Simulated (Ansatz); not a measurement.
`O[Si]O[SiH3]`. The species carries charge 0 and has multiplicity 1.

```xyz
8

O     2.370   -1.266   -0.727
Si    1.645   -0.604    0.591
O     0.201   -0.108   -0.050
Si   -1.208    0.641    0.353
H     1.892   -1.258   -1.563
H    -1.349    1.869   -0.468
H    -1.213    1.004    1.794
H    -2.338   -0.278    0.070
```

Problem. List the harmonic frequencies (cm⁻¹, unscaled) at PBE0-D4/def2-TZVP in Ansatz. (An estimate is asked.)

Solution. The calculation gave: 58, 93, 96, 287, 504, 592, 728, 731, 794, 893, 953, 957, 975, 1060, 2227, 2240, 2241, 3844.

Problem. Is this a minimum?

Solution. Yes, all 18 modes are real.

Problem. Give the ideal-gas thermochemistry at 298.15 K and 1 bar (rigid rotor, harmonic oscillator; point group Cs, symmetry number 1).

Solution. Zero-point energy 115.3 kJ/mol; H(298) − E = 134.7 kJ/mol; entropy 338.4 J/(mol·K), of which translation 165.3, rotation 108.1, vibration 65.1; G(298) − E = 33.8 kJ/mol. Modes under 100 cm⁻¹ are hindered rotations or soft bends, so the harmonic entropy is rough.

Problem. And at 400, 500, 600, 800 and 1000 K?

Solution. 
```
T (K)  H − E (kJ/mol)  S (J/mol/K)  G − E (kJ/mol)
  400           145.0        368.0            -2.2
  500           156.5        393.6           -40.3
  600           169.1        416.5           -80.8
  800           196.6        456.0          -168.2
 1000           226.2        489.0          -262.8
```
